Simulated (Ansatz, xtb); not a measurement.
## Relative energy of two isomers of C8H10

Structure a: `C=C/C=C/C=C/C=C`, a singlet. Structure b: `C=C/C=C\C=C\C=C`, a singlet. Both are isolated molecules in the gas phase, relaxed with PBE0-D3(BJ)/def2-SVP; the shapes shown needn't be the lowest conformers.

a (Å):

```csv
atom,x (Å),y (Å),z (Å)
C,-1.5314,-1.4244,-3.5543
C,-1.2068,-1.4327,-2.2508
C,-0.2060,-0.5807,-1.6510
C,0.1165,-0.5962,-0.3354
C,1.1119,0.2490,0.2666
C,1.4349,0.2328,1.5821
C,2.4365,1.0839,2.1819
C,2.7630,1.0732,3.4850
H,-1.0373,-0.7470,-4.2577
H,-2.2971,-2.0909,-3.9571
H,-1.7239,-2.1260,-1.5762
H,0.3177,0.1176,-2.3156
H,-0.4087,-1.2956,0.3270
H,1.6371,0.9486,-0.3956
H,0.9114,-0.4658,2.2465
H,2.9527,1.7783,1.5078
H,2.2700,0.3945,4.1878
H,3.5294,1.7389,3.8879
```

b (Å):

```xyz
18

C    -0.9285   -0.2907   -3.7170
C    -0.3674   -0.2389   -2.4977
C    -1.0879   -0.5002   -1.2703
C    -0.5832   -0.4658   -0.0106
C     0.7725   -0.1628    0.3692
C     1.2062   -0.1490    1.6523
C     2.5627    0.1524    2.0484
C     2.9978    0.1661    3.3191
H    -0.3519   -0.0870   -4.6219
H    -1.9870   -0.5392   -3.8438
H     0.6952    0.0147   -2.4216
H    -2.1483   -0.7500   -1.3852
H    -1.2684   -0.6904    0.8142
H     1.4948    0.0695   -0.4210
H     0.4933   -0.3798    2.4538
H     3.2673    0.3824    1.2399
H     2.3236   -0.0579    4.1516
H     4.0354    0.4007    3.5664
```

Energies in hartree; the thermal terms are from GFN2-xTB frequencies at re-optimised GFN2-xTB minima (ideal gas, soft modes damped towards free rotors, one conformer each, 298.15 K, 1 atm) and include the zero-point energy:

|  | a | b |
| --- | --- | --- |
| E, CCSD(T)/def2-SVP | −309.653929 | −309.651481 |
| E, MP2/def2-SVP | −309.530554 | −309.528045 |
| E, MP2/def2-TZVPP | −310.094374 | −310.092120 |
| zero-point energy | 0.147673 | 0.147869 |
| H(298 K) − E | 0.157817 | 0.157960 |
| G(298 K) − E | 0.114538 | 0.113835 |

Problem. Correct the CCSD(T) difference for the basis set by the MP2 change, then work out ΔE, ΔE₀, ΔH and ΔG for a → b in kcal/mol (1 Eh = 627.51 kcal/mol) and the equilibrium ratio [b]/[a].

Solution. 1. Differences b − a: CCSD(T) +0.002448, MP2 in the small set +0.002509, MP2 in the large set +0.002254 Eh.
2. ΔE = +0.002448 + (+0.002254 − (+0.002509)) = +0.002193 Eh = +1.38 kcal/mol.
3. ΔE₀ = ΔE + ΔZPE = +0.002193 + (+0.000196) Eh = +1.50 kcal/mol.
4. ΔH = ΔE + (+0.000143) Eh = +1.47 kcal/mol.
5. ΔG = ΔE + (−0.000703) Eh = +0.93 kcal/mol, so ΔS = (ΔH − ΔG)/T = +7.4 J/(mol K).
6. kT = 0.9442 mEh, so K = [b]/[a] = exp(−ΔG/kT) = exp(−1.58) ≈ 0.21.

The two are too close for this level to say which is favoured. An error of 1 kcal/mol in ΔG would change K by a factor of 5.4. Mirror images and further conformers aren't counted.

As drawn, both hold the same kinds of bond in the same numbers.

Other levels gave ΔE = +1.7 (GFN2-xTB); +1.7 (HF/STO-3G, GFN2-xTB geometries); +1.7 (r2SCAN-D4/def2-SVP, GFN2-xTB geometries); +1.5 (PBE0-D3(BJ)/def2-SVP); +1.9 (HF/def2-SVP); +1.6 (MP2/def2-SVP); +1.5 (CCSD(T)/def2-SVP) kcal/mol. The correlated steps freeze 8 core orbitals. Programs: Ansatz 0.2.0, xtb 6.7.1.
